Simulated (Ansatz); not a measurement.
Relaxation of AsH$_{5}$Si (7 atoms, charge 0, multiplicity 1), to a largest force component of 0.015 eV/Å in at most 40 steps.

Theory: RKS BLYP-D4/def2-SVP (Ansatz).

```xyz
7
Properties=species:S:1:pos:R:3
Si -0.551 -0.542 -0.371
As 0.920 0.209 1.217
H -1.972 -0.577 0.204
H -0.130 -1.811 -0.887
H -0.618 0.456 -1.514
H 0.375 1.691 1.169
H 2.037 0.506 0.136
```

Problem. Where does it end, and by what steps?

Solution. The forces met the threshold. After 4 steps the energy has fallen by 0.184 eV; H5 moved furthest, 0.11 Å.

```csv
step,energy less start (eV),largest force component (eV/Å),accepted
0,0.0000,1.691,yes
1,-0.1583,0.482,yes
2,-0.1825,0.092,yes
3,-0.1835,0.023,yes
4,-0.1836,0.003,yes
```

```xyz
7
Properties=species:S:1:pos:R:3
Si -0.592 -0.496 -0.423
As 0.968 0.236 1.267
H -1.949 -0.606 0.208
H -0.167 -1.856 -0.895
H -0.675 0.427 -1.603
H 0.430 1.684 1.199
H 2.046 0.543 0.202
```

Whether the end is a true minimum wasn't checked by a vibrational analysis.

The run took 7.1 s on 1 thread of Intel(R) Xeon(R) 6975P-C (Granite Rapids), on a shared host, peak memory 0.14 GiB.
